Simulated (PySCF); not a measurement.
# Reading the logs of faulty runs: B2CGeH8

All numbers below are calculated, not measured. They come from PySCF 2.14.0, an open-source quantum chemistry program, on an isolated molecule that a program drew, which may never have been made. The molecule is B2CGeH8 (charge 0, singlet), drawn as the SMILES string `[BH2][GeH]([BH2])[CH3]`.

Each row is a Hartree-Fock (HF) and frozen-core CCSD(T) single point in the cc-pVDZ basis, meant for a local HF minimum. Run 1 is clean. Each other run has one planted mistake out of seven kinds, and not every kind appears here: one electron removed, one electron added, multiplicity raised by two, geometry at a saddle point, minimal basis STO-3G, one bond length entered in bohr, all coordinates scaled. The reference is restricted for singlets and unrestricted otherwise, and also for a bond in bohr. Adding or removing an electron swaps singlet and doublet. Electrons count all cores. HOMO and LUMO are orbital energies over both spins, the gradient is its largest component, and the lowest frequency (negative if imaginary) is given only where the gradient is small. Bond lengths are over the 11 bonds as drawn. T1 is the CCSD diagnostic: over 0.02 (restricted) or 0.045 (unrestricted) a single reference is doubtful. Germanium has the cc-pVDZ-PP basis, with a core potential (ECP10MDF) in place of its 10 inner electrons, and its 3s, 3p and 3d shells are frozen in CCSD(T).

Geometry of the clean run:
```xyz
12
B2CGeH8, angstrom
B    -0.7699    1.0641    0.8371
Ge   -0.2034   -0.9262    1.1378
B     1.2345   -1.4455   -0.2889
C    -1.7476   -2.1571    1.1329
H    -1.8601    1.3585    0.4295
H     0.0053    1.9541    1.0535
H     0.4748   -1.0076    2.5250
H     2.3284   -0.9532   -0.2534
H     0.9987   -2.2216   -1.1740
H    -2.4692   -1.8785    1.9038
H    -2.2507   -2.1238    0.1636
H    -1.4265   -3.1843    1.3178
```

| run | electrons | basis functions | <S^2> | HOMO (eV) | LUMO (eV) | gradient (hartree/bohr) | lowest frequency (cm^-1) | mean bond (Å) | longest bond (Å) | T1 | HF (hartree) | CCSD(T) (hartree) | mistake |
|---|---|---|---|---|---|---|---|---|---|---|---|---|---|
| 1 | 56 | 105 | 0.000 | -10.14 | 1.02 | 9.4e-06 | 75 | 1.4346 | 2.091 | 0.0124 | -385.21000 | -385.69833 | no fault |
| 2 | 56 | 105 | 0.000 | -10.32 | 1.14 | 8.3e-02 | - | 1.3098 | 1.909 | 0.0136 | -385.12354 | -385.60353 | all coordinates scaled |
| 3 | 56 | 105 | 0.708 | -9.91 | 0.90 | 1.8e-02 | - | 1.5230 | 2.091 | 0.0561 | -385.08327 | -385.56858 | one bond length entered in bohr |
| 4 | 56 | 105 | 2.046 | -7.16 | -1.35 | 4.5e-02 | - | 1.4346 | 2.091 | 0.0333 | -385.09946 | -385.58313 | multiplicity raised by two |
| 5 | 57 | 105 | 0.802 | -0.56 | 6.05 | 1.7e-02 | - | 1.4346 | 2.091 | 0.0349 | -385.19805 | -385.71626 | ? |

**Which mistake was planted in run 5, and what did it cost?**

It counts 57 electrons, one more than the clean run, at the same geometry and basis. So the mistake is: one electron added. Subtracting run 1 and multiplying by 627.51 kcal/mol a hartree, the energy moved by 7.5 kcal/mol in HF and -11.3 kcal/mol in CCSD(T).

Cautions from the logs. Run 3: T1 is over the limit, so its CCSD(T) energy is less reliable.
